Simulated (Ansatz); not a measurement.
`B[SiH](Cl)O[SiH3]` + HCl → `[SiH3]O[SiH](Cl)Cl` + BH₃ at 400 K and 1 bar (cleavage of the Si–B bond).

Calculated with Ansatz (gas phase, PBE0-D4/def2-TZVP geometries, no zero-point term in ΔE). CCSD(T)/CBS is the MP2 limit (def2-TZVPP, def2-QZVPP) plus CCSD(T) − MP2 in def2-TZVPP, frozen cores. This one scheme is used for every species. One conformer a species, not always the lowest.

| species | CCSD(T)/CBS energy (Eh) | H − E (kJ/mol) | S (J/(mol·K)) |
| --- | --- | --- | --- |
| `B[SiH](Cl)O[SiH3]` | -1141.61292 | 199.8 | 445.9 |
| HCl | -460.38127 | 29.6 | 195.4 |
| `[SiH3]O[SiH](Cl)Cl` | -1575.48976 | 148.0 | 431.4 |
| BH₃ | -26.55200 | 82.6 | 199.4 |

H − E and S are ideal-gas, rigid-rotor, harmonic terms from PBE0-D4/def2-TZVP, for one conformer and one mirror image of each species. 1 Eh = 2625.50 kJ/mol, R = 8.31446 J/(mol·K).

By hand: ΔE, ΔH, ΔS and ΔG.

ΔE = (-1575.48976) + (-26.55200) − (-1141.61292) − (-460.38127) = -0.04757 Eh = -124.9 kJ/mol. Δ(H − E) = 148.0 + 82.6 − 199.8 − 29.6 = 1.2, so ΔH = -123.7 kJ/mol. ΔS = 431.4 + 199.4 − 445.9 − 195.4 = -10.5 J/(mol·K). ΔG = -123.7 − 400 × (-10.5)/1000 = -119.5 kJ/mol.

By hand: the equilibrium constant, and the temperature at which ΔG would vanish if ΔH and ΔS stayed fixed.

log₁₀ K = −ΔG/(RT ln 10) = 15.6. ΔG = 0 at ΔH/ΔS = 11781 K, far beyond where these terms or the molecules hold.

The number of gas molecules stays the same, so ΔS is small and ΔH decides. A doubt of 5 kJ/mol in ΔE shifts log₁₀ K by 0.7 here. Other conformers and mirror images would add mixing entropy, several J/(mol·K) or more a flexible species. Modes under 60 cm⁻¹, often nearly free rotors, make the harmonic entropy too high. These are equilibria of isolated gas molecules and say nothing of rates. Largest T1 diagnostic: 0.011 (customary marks: 0.02 for closed shells, 0.045 for open ones).
